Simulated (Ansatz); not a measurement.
Energy needed to pull apart CH$_{2}$FNSi, singlet, into free ground-state atoms, from the structure below (displaced at random from a GFN2-xTB minimum); no zero-point or spin–orbit terms; open-shell atoms are treated unrestricted, in their ground-state multiplicity.

N1  (0.176, 1.119, 0.258)
C2  (-0.277, -0.024, -0.056)
Si3  (0.436, -1.567, -0.230)
F4  (-0.640, -2.817, -0.568)
H5  (0.410, 1.785, -0.477)
H6  (0.060, 1.465, 1.133)
(Å)

Ansatz 0.2.0; basis: def2-TZVPP; cores frozen in the correlated methods.

```csv
method,atomization energy (kcal/mol)
PBE-D4,541.4
r2SCAN-D4,517.6
PBE0-D4,516.9
BHLYP-D4,488.0
LC-wPBE,?
wB97M-V,519.1
HF,324.0
MP2,?
CCSD,480.2
CCSD(T),494.1
```

Q: What does MP2 give? (Judge from chemistry; the value comes from the calculation.)

A: Computed: 507.6 kcal/mol, which is about 13.4 kcal/mol more than CCSD(T)/def2-TZVPP.

Q: What does LC-wPBE give? (Judge from chemistry; the value comes from the calculation.)

A: The calculation gives: 509.5 kcal/mol, which is about 15.4 kcal/mol more than CCSD(T)/def2-TZVPP.

In triple zeta the MP2 and coupled-cluster atomization energies are still short of their basis limit by a few kcal/mol a bond, whereas those of the functionals are nearly converged, so these differences are not deviations from converged CCSD(T).

T1 diagnostic: at most 0.026. The T1 diagnostic is large here, which may signal multireference character or strong orbital relaxation, so CCSD(T) is less sure. The restricted Hartree–Fock reference is unstable towards an unrestricted one here.

For scale, one of the runs: CCSD(T)/def2-TZVPP forces, 163 basis functions (an equivalent command: `ansatz run in.yaml --threads 4`). Time: 47 s of wall clock on 4 CPU threads; the host was shared. Peak host memory: 2.4 GiB.
